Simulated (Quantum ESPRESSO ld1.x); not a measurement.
Values are calculated unless marked as measured or tabulated.
Species: Ir49+. Configuration: [Ar] 3d10. Code: ld1.x of Quantum ESPRESSO 7.5. Model: Dirac Kohn-Sham, PBEsol, spin-unpolarised, spherical densities, point nucleus.

Unscreened Slater integrals over Kohn-Sham orbitals (cm^-1). Large and small components are both included. Empty in this configuration: 4s1/2.

\begin{tabular}{lr}
integral & value \\ \hline
F0(3d5/2,3d5/2) & 1173200 \\
F2(3d5/2,3d5/2) & 602760 \\
F4(3d5/2,3d5/2) & 388970 \\
F0(3d5/2,3d3/2) & 1188100 \\
F2(3d5/2,3d3/2) & 607390 \\
G2(3d5/2,3d3/2) & 595310 \\
G4(3d5/2,3d3/2) & 383970 \\
F0(3d5/2,3p3/2) & 1088400 \\
F2(3d5/2,3p3/2) & 520940 \\
G1(3d5/2,3p3/2) & 553690 \\
G3(3d5/2,3p3/2) & 369930 \\
F0(3d5/2,3p1/2) & 1136600 \\
G3(3d5/2,3p1/2) & 405700 \\
F0(3d5/2,4s1/2) & 670810 \\
G2(3d5/2,4s1/2) & 65105 \\
F0(3d3/2,3d3/2) & 1203800 \\
F2(3d3/2,3d3/2) & 612980 \\
F0(3d3/2,3p3/2) & 1099900 \\
F2(3d3/2,3p3/2) & 519170 \\
G1(3d3/2,3p3/2) & 542710 \\
G3(3d3/2,3p3/2) & 362520 \\
F0(3d3/2,3p1/2) & 1150000 \\
G1(3d3/2,3p1/2) & 623190 \\
F0(3d3/2,4s1/2) & 674100 \\
G2(3d3/2,4s1/2) & 64301 \\
F0(3p3/2,3p3/2) & 1038900 \\
F2(3p3/2,3p3/2) & 518290 \\
F0(3p3/2,3p1/2) & 1077800 \\
G2(3p3/2,3p1/2) & 520290 \\
F0(3p3/2,4s1/2) & 657110 \\
G1(3p3/2,4s1/2) & 68560 \\
F0(3p1/2,3p1/2) & 1123500 \\
F0(3p1/2,4s1/2) & 667580 \\
G1(3p1/2,4s1/2) & 69381 \\
F0(4s1/2,4s1/2) & 536520 \\
\end{tabular}
